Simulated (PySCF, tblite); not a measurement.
Isomers of C4H7Si (doublet state), one GFN2-xTB conformer each. Single-point energies are computed at B3LYP/pcH-1 (PySCF, gas phase, no added dispersion term), electronic only. GFN2-xTB treats the open shell by occupation alone, and not every SCF solution was tested for stability.

**Question.** Rank them by B3LYP/pcH-1 energy, lowest first (kJ/mol).
A. `[SiH3]C1=C[CH]C1` [radical]
B. `[CH2]C#CC[SiH3]` [radical]

**Answer.** B (0.0), A (9.6).

As drawn, the higher has a four-membered ring, which the lower lacks. Neighbours under 21 kJ/mol apart ([CH2]C#CC[SiH3] and [SiH3]C1=C[CH]C1) can change places with a better method, another conformer or zero-point energy. GFN2-xTB itself gives, in the same order: 27.2, 0.0. GFN2-xTB puts [SiH3]C1=C[CH]C1 lowest instead.

**Question.** What happens when harmonic zero-point energies from GFN2-xTB frequencies are added?

**Answer.** 
| SMILES | ZPE (kJ/mol) | electronic (kJ/mol) | with ZPE (kJ/mol) |
| --- | --- | --- | --- |
| [CH2]C#CC[SiH3] | 217.2 | 0.0 | 0.0 |
| [SiH3]C1=C[CH]C1 | 225.5 | 9.6 | 17.8 |

The zero-point energies span 8.3 kJ/mol. The order is unchanged.
